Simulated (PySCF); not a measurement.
Ligands exchanged one at a time, Ga NH2-SH. All species are isolated molecules in the gas phase. One relaxed conformer stands for each flexible species; it need not be the lowest. Strings in code marks are SMILES.

The numbers are results of TPSSh-D3(BJ)/def2-TZVP // B3LYP-D3(BJ)/def2-TZVP in PySCF, not measurements. Excitations are Tamm–Dancoff values on a coarser integration grid. The basis has no diffuse functions, so Rydberg states are missing or too high.

```json
[
 {"species": "0 of 3 NH2 replaced by SH", "S1–T1 gap (TDA) (eV)": "0.37", "HOMO (eV)": "-5.95", "S1 oscillator strength": "0.008", "T1 excitation (TDA) (eV)": "4.95"},
 {"species": "1 of 3 NH2 replaced by SH", "S1–T1 gap (TDA) (eV)": "0.44", "HOMO (eV)": "-6.27", "S1 oscillator strength": "0.009", "T1 excitation (TDA) (eV)": "4.87"},
 {"species": "2 of 3 NH2 replaced by SH", "S1–T1 gap (TDA) (eV)": "0.41", "HOMO (eV)": "-6.68", "S1 oscillator strength": "0.004", "T1 excitation (TDA) (eV)": "4.87"},
 {"species": "3 of 3 NH2 replaced by SH (`[SH][Ga]([SH])[SH]`)", "S1–T1 gap (TDA) (eV)": "0.27", "HOMO (eV)": "-7.03", "S1 oscillator strength": "0.000", "T1 excitation (TDA) (eV)": "4.74"}
]
```
